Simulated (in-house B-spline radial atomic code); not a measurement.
Orbital energies and mean radii along the 26-electron series, configuration [Ar] 3d8. The effective charge is n√(-2ε), a non-relativistic measure. Computed with an all-electron radial atomic-structure program (B-spline basis): non-relativistic Hartree-Fock, average of the configuration, point nuclei.

This level leaves out relativity, spin-orbit splitting included, which matters for heavy ions.

```tsv
ion	Z	energy of 3p (Eh)	mean radius of 3p (bohr)	energy of 3d (Eh)	mean radius of 3d (bohr)	effective charge of 3p
Ce32+	58	-86.514	0.27214	-77.404	0.24113	39.462
Pr33+	59	-91.01	0.26632	-81.685	0.23562	40.474
Nd34+	60	-95.617	0.26074	-86.077	0.23036	41.486
Pm35+	61	?	?	?	?	?
Sm36+	62	?	?	?	?	?
Eu37+	63	-110.11	0.24533	-99.924	0.21591	44.519
Gd38+	64	-115.16	0.2406	-104.76	0.2115	45.529
Tb39+	65	-120.32	0.23604	-109.71	0.20726	46.538
```

Fill in the row of Pm35+.

energy of 3p (Eh): -100.33; mean radius of 3p (bohr): 0.25539; energy of 3d (Eh): -90.581; mean radius of 3d (bohr): 0.22533; effective charge of 3p: 42.497.

Fill in the row of Sm36+.

energy of 3p (Eh): -105.16; mean radius of 3p (bohr): 0.25026; energy of 3d (Eh): -95.197; mean radius of 3d (bohr): 0.22052; effective charge of 3p: 43.508.

How does the screening of 3p change?

Z less the effective charge goes from 18.54 at Z = 58 to 18.46 at Z = 65.
